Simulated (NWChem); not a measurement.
# SnH2BrF; SMILES [F][SnH2][Br]

Computed with NWChem. Medium grid unless said otherwise, to which SCAN and Minnesota functionals are sensitive. Geometry: optimised at PBE0/def2-SVP. def2 effective core potentials on Sn; no spin-orbit coupling. Hybrids' shares of exact exchange are those that their runs print; pure functionals count as 0. The functionals differ in more than this share.

```
row                 share of exact exchange  highest occupied level (eV)
------------------  -----------------------  ---------------------------
PBE/def2-SVP                           0.00                        -7.11
TPSS/def2-SVP                          0.00                        -7.29
B3LYP/def2-SVP                         0.20                        -8.14
M06/def2-SVP                           0.27                     withheld
BHandHLYP/def2-SVP                     0.50                        -9.59
```

Task: Fit a straight line of the last column on the one before it, predict the withheld value, and compare with the run.

Result: 
1. Means of the 4 shown rows: x = 0.175, y = -8.032. Slope Σ(x − x̄)(y − ȳ)/Σ(x − x̄)² = -0.8002/0.1675 = -4.778; intercept -7.196.
2. The shown rows scatter about the line by 0.064 (root mean square); the largest residual is -0.09, at TPSS/def2-SVP.
3. At x = 0.27 (M06/def2-SVP; inside the shown range) the line gives -8.49.
4. The run gives -8.48, +0.01 from the line, 0.2 times the scatter.
